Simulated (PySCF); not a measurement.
# From computed data to an observable: chemical shift, span and skew from a shielding tensor

Al(H)2(OMe) (CH5AlO), SMILES C[O][AlH2]. Atoms are numbered in the order given.

```xyz
8

Al    -0.0885    -1.1939     0.0000
H      1.0176    -2.3094     0.0000
H     -1.6444    -1.4659     0.0000
O      0.4603     0.4037     0.0000
C     -0.1583     1.6677     0.0000
H     -1.2522     1.5967     0.0000
H      0.1486     2.2319     0.8850
H      0.1486     2.2319    -0.8850
```

The structure is a stationary point at B3LYP-D3(BJ)/def2-TZVP.

GIAO shieldings from PySCF with PBE0/pcSseg-2, non-relativistic, no solvent. The symmetric part of the tensor of C5 has the principal values 97.9, 103.4, 183.3 ppm. The same nucleus in TMS has σ = 186.1 ppm at this level (PySCF, at its B3LYP-D3(BJ)/def2-TZVP geometry).

Q: Work out the isotropic shielding, the ¹³C shift against TMS, the span and the skew.

A: 
σ(iso) = (σ11 + σ22 + σ33)/3 = 128.2 ppm. δ = σ(ref) − σ(iso) = 186.1 − (128.2) = 57.9 ppm.
Span Ω = σ33 − σ11 = 85.4 ppm. Skew κ = 3(σ(iso) − σ22)/Ω = 0.87. Tumbling in solution averages the tensor to δ; in a static solid the shielding alone would spread this spin-1/2 line over Ω.
